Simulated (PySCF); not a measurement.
C2H4ClInO, SMILES C=[CH][In]([OH])[Cl]. Geometry optimised at PBE-D3(BJ)/def2-SVP. The structure was generated by enumeration; whether it is a known compound was not checked. The def2 effective core potentials stand for the cores of In; spin–orbit coupling is left out. Other conformers were not sampled.

Computed equilibrium geometry at PBE-D3(BJ)/def2-SVP (PySCF confirms it by a frequency run) as a Z-matrix, and its point group (one conformer of several):
point group Cs.
```
In
O 1 2.0175
H 2 0.9775 1 108.78
C 1 2.1373 2 123.61 3 180.00
C 4 1.3456 1 121.82 2 0.00
H 5 1.1031 4 122.98 1 0.00
H 4 1.1036 5 120.55 6 180.00
H 5 1.1059 6 115.84 4 180.00
Cl 1 2.3809 2 112.22 3 0.00
```
Charge 0, spin multiplicity 1.
